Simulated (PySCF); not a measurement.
The same gas-phase reaction for Al, Ga, In:
- 2 AlBr + 3 F₂ → 2 AlF₃ + Br₂
- 2 GaBr + 3 F₂ → 2 GaF₃ + Br₂
- 2 InBr + 3 F₂ → 2 InF₃ + Br₂

Computed with PySCF (xtb for GFN2) and rigid-rotor harmonic-oscillator thermochemistry at 1 bar. † marks an energy on the PBE0/def2-TZVP geometry and frequencies; other levels use their own. CCSD(T) freezes the core. All species are closed-shell singlets. In: scalar-relativistic def2 core potential, no spin-orbit coupling. Br, Ga: all electrons, no relativistic terms. CCSD(T) isn't extrapolated to the basis-set limit.

ΔH°(298 K) in kJ, by level:

| level | Al | Ga | In |
|---|---|---|---|
| ωB97M-V/def2-TZVP† | -2327.8 | -1667.0 | -1355.7 |
| CCSD(T)/def2-SVP† | -2262.8 | -1686.5 | ___ |
| GFN2-xTB | -2383.8 | -1465.9 | ___ |
| PBE0/def2-SVP† | -2247.0 | -1642.0 | ___ |
| PBE0/def2-QZVP† | -2343.7 | -1682.8 | ___ |
| BLYP/def2-TZVP† | -2233.1 | -1539.0 | ___ |
| HF/def2-TZVP† | -2478.7 | -1815.6 | ___ |
| r2SCAN/def2-TZVP† | -2366.3 | -1692.1 | ___ |

Question: Fill in the missing entries.

Answer: 
- CCSD(T)/def2-SVP†, In: -1295.3
- GFN2-xTB, In: -1001.9
- PBE0/def2-SVP†, In: -1239.1
- PBE0/def2-QZVP†, In: -1346.1
- BLYP/def2-TZVP†, In: -1235.5
- HF/def2-TZVP†, In: -1442.6
- r2SCAN/def2-TZVP†, In: -1349.0
